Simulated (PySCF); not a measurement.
**Molecular orbitals of RuF**

PBE0 at R = 1.907 Å; PySCF, scalar-relativistic core potentials, basis sets Ru def2-TZVPPD with ECP28, F def2-TZVPPD. State: quartet, unpaired electrons σ ↑, π ↑, δ ↑, a mixture of terms (⟨Lz²⟩ = 4.6). Only the outer orbitals are listed, counted within each symmetry, core potentials removing the inner ones.

```json
{"spin": "α", "orbital": "5σ", "occ.": "1", "ε (eV)": "-11.34", "on Ru (%)": "26", "main shells (%)": "73 F p, 24 Ru d"}
{"spin": "α", "orbital": "2π", "occ.": "1", "ε (eV)": "-10.63", "on Ru (%)": "25", "main shells (%)": "75 F p, 24 Ru d"}
{"spin": "α", "orbital": "2π", "occ.": "1", "ε (eV)": "-10.31", "on Ru (%)": "18", "main shells (%)": "82 F p, 18 Ru d"}
{"spin": "α", "orbital": "1δ", "occ.": "1", "ε (eV)": "-8.14", "on Ru (%)": "100", "main shells (%)": "100 Ru d"}
{"spin": "α", "orbital": "3π", "occ.": "1", "ε (eV)": "-7.46", "on Ru (%)": "77", "main shells (%)": "75 Ru d, 24 F p"}
{"spin": "α", "orbital": "1δ", "occ.": "1", "ε (eV)": "-7.38", "on Ru (%)": "99", "main shells (%)": "98 Ru d"}
{"spin": "α", "orbital": "3π", "occ.": "1", "ε (eV)": "-6.65", "on Ru (%)": "83", "main shells (%)": "82 Ru d, 17 F p"}
{"spin": "α", "orbital": "6σ", "occ.": "1", "ε (eV)": "-6.59", "on Ru (%)": "88", "main shells (%)": "56 Ru d, 32 Ru s, 12 F p"}
{"spin": "α", "orbital": "7σ", "occ.": "0", "ε (eV)": "-2.75", "on Ru (%)": "97", "main shells (%)": "61 Ru s, 19 Ru p, 17 Ru d"}
{"spin": "β", "orbital": "5σ", "occ.": "1", "ε (eV)": "-10.95", "on Ru (%)": "15", "main shells (%)": "84 F p, 12 Ru d"}
{"spin": "β", "orbital": "2π", "occ.": "1", "ε (eV)": "-10.13", "on Ru (%)": "12", "main shells (%)": "88 F p, 11 Ru d"}
{"spin": "β", "orbital": "2π", "occ.": "1", "ε (eV)": "-9.79", "on Ru (%)": "7", "main shells (%)": "93 F p"}
{"spin": "β", "orbital": "1δ", "occ.": "1", "ε (eV)": "-6.00", "on Ru (%)": "98", "main shells (%)": "96 Ru d"}
{"spin": "β", "orbital": "3π", "occ.": "1", "ε (eV)": "-5.65", "on Ru (%)": "90", "main shells (%)": "88 Ru d, 11 F p"}
{"spin": "β", "orbital": "6σ", "occ.": "0", "ε (eV)": "-2.58", "on Ru (%)": "104", "main shells (%)": "85 Ru s, 14 Ru d"}
{"spin": "β", "orbital": "3π", "occ.": "0", "ε (eV)": "-1.88", "on Ru (%)": "95", "main shells (%)": "90 Ru d"}
{"spin": "β", "orbital": "1δ", "occ.": "0", "ε (eV)": "-1.76", "on Ru (%)": "100", "main shells (%)": "100 Ru d"}
```

Q: Which are the highest filled and the lowest empty level, where do they sit, and how wide is the gap?

A: Highest filled β 3π at -5.65 eV (in %: 88 Ru d, 11 F p); lowest empty α 7σ at -2.75 eV (in %: 61 Ru s, 19 Ru p, 17 Ru d); the gap at PBE0 is 2.90 eV.

```json
{
  "bond order (Mayer)": "0.68",
  "⟨S²⟩": "3.765",
  "charge on Ru (Mulliken, basis-dependent)": "0.59",
  "charge on Ru (Löwdin, basis-dependent)": "0.64",
  "dipole moment (positive dipole means Ru(−)F(+))": "-4.52 D",
  "polarisability along the bond": "35.1 bohr³",
  "polarisability across the bond": "38.6 bohr³"
}
```

Shares are Mulliken populations and can fall outside 0 to 100 %.

Spin–orbit coupling is left out. With d or f electrons several states lie close, and the lowest PBE0 determinant need not be the measured ground state.
